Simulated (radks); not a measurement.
The thulium anion Tm- inside a hard spherical wall (all orbitals vanish at R), configuration held at [Xe] 4f14 6s2 and not refilled when levels cross. Calculated with a radial shooting solver on a logarithmic mesh with Libxc functionals: scalar-relativistic Kohn-Sham, LDA (Slater exchange, VWN5 correlation), spin-polarised, spherical densities, finite nucleus; Fermi nuclear charge, rms radius 5.2256 fm. Eigenvalues in eV for spin up, with the zero of energy where the potential of the charges vanishes at infinity; a dash marks a level that is unbound or too diffuse for the functional's potential to be trusted. A positive occupied level is held by the wall or, in an anion where self-interaction has pushed it up, behind a barrier. The pressure on the wall is -dE/dV.

R (bohr),E (hartree),kinetic (hartree),e(5s),e(5p),e(6s),"e(6p, empty)","e(5d, empty)",e(4f),pressure (GPa)
12,-13557.5355,14729.080,-45.969,-19.877,0.637,-,-,4.879,0.110
8,-13557.4710,14729.221,-43.038,-17.068,2.499,-,-,7.915,1.39
6,-13557.3121,14729.673,-39.828,-14.020,5.711,10.088,9.667,11.250,9.86
3.5,-13555.5695,14735.414,-27.986,-2.875,29.749,43.111,25.222,24.620,448
2.5,-13549.2856,14756.852,-7.528,19.155,92.134,117.76,56.049,49.398,5290
2,-13536.3373,14797.914,22.885,54.576,192.73,230.00,103.02,82.577,25800
1.5,-13489.2523,14937.593,117.99,165.59,479.06,536.08,239.38,161.41,188000
